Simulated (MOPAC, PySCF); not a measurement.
System: InBr$_{2}$, charge 1, multiplicity 1. SMILES of the parent species: [Br][In][Br]
Structure (B3LYP-D3(BJ)/def2-TZVP (Ansatz) minimum search):
```xyz
3

In     0.0000     0.0000     0.0000
Br     0.0000     0.0000     2.3685
Br     0.0000     0.0000    -2.3685
```
Charge +1, spin multiplicity 1.

Unscaled harmonic wavenumbers (cm⁻¹) in rising order, each level at the stationary point that it reaches from this structure (no distance between atoms moves by over 0.3 Å); the order of modes can differ between levels, and a negative number is imaginary. B3LYP-D3(BJ)/def2-TZVP (PySCF, at the structure above): 64, 64, 223, 357.

AM1 (MOPAC): 64, 64, 203, 306. Zero-point energy 0.9 against 1.0 kcal/mol.

PM6 (MOPAC): 57, 57, 230, 365. Zero-point energy 1.0 against 1.0 kcal/mol.
